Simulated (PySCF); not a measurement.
## `C=CCn1ncc([SiH3])n1`, C₅H₉N₃Si

Cartesian coordinates in Å; atom numbers follow the order of the lines, from 1:
```xyz
18

C    -3.327   -0.192   -0.877
C    -2.501   -0.306    0.144
C    -1.581    0.787    0.607
N    -0.230    0.308    0.698
N     0.175   -0.474    1.671
C     1.443   -0.719    1.388
C     1.780   -0.048    0.200
Si    3.388    0.030   -0.753
N     0.679    0.588   -0.199
H    -3.977   -0.997   -1.174
H    -3.395    0.716   -1.453
H    -2.434   -1.221    0.718
H    -1.584    1.625   -0.092
H    -1.884    1.127    1.604
H     2.052   -1.337    2.016
H     3.193   -0.554   -2.080
H     3.827    1.422   -0.865
H     4.367   -0.750    0.009
```

Method used: PySCF, GIAO B3LYP/pcSseg-1 magnetisability, rotational g tensor and spin-rotation constants, non-relativistic, gas phase. Geometry: GFN2-xTB.

Task: Give the nuclear spin-rotation constants along the inertial axes (H = +C I·J) beside the isotropic shieldings.

Result: Rotational constants 3.4827, 0.6910, 0.6221 GHz. A star marks the isotopologue with that one atom substituted, in its own axes.
| atom | isotope | Caa (kHz) | Cbb (kHz) | Ccc (kHz) | mean (kHz) | σ (ppm) |
| --- | --- | --- | --- | --- | --- | --- |
| N4 | 14N | 0.724 | 0.099 | 0.073 | 0.299 | -31.2 |
| N5 | 14N | 0.848 | 0.151 | 0.061 | 0.353 | -98.0 |
| N9 | 14N | 1.022 | 0.140 | 0.058 | 0.406 | -120.1 |
| H10 | 1H | -0.162 | -0.075 | 0.015 | -0.074 | 26.5 |
| H11 | 1H | -0.377 | -0.007 | -0.005 | -0.130 | 26.3 |
| H12 | 1H | -0.346 | -0.013 | 0.004 | -0.118 | 25.4 |
| H13 | 1H | -0.349 | -0.007 | -0.020 | -0.125 | 26.9 |
| H14 | 1H | -0.247 | -0.008 | -0.034 | -0.096 | 26.6 |
| H15 | 1H | -0.128 | 0.010 | -0.043 | -0.054 | 24.1 |
| H16 | 1H | -0.316 | -0.002 | -0.027 | -0.115 | 27.4 |
| H17 | 1H | -0.274 | -0.056 | 0.014 | -0.105 | 27.4 |
| H18 | 1H | -0.095 | -0.027 | -0.047 | -0.056 | 27.5 |
| C1 | 13C* | 0.793 | 0.196 | 0.255 | 0.415 | 58.1 |
| C2 | 13C* | 0.887 | 0.223 | 0.278 | 0.463 | 36.9 |
| C3 | 13C* | 0.679 | 0.157 | 0.138 | 0.325 | 119.8 |
| C6 | 13C* | 1.355 | 0.279 | 0.154 | 0.596 | 33.5 |
| C7 | 13C* | 1.564 | 0.249 | 0.126 | 0.646 | 41.1 |
| Si8 | 29Si* | -1.815 | -0.380 | -0.343 | -0.846 | 423.3 |

For the geometry as given, no vibrational averaging.
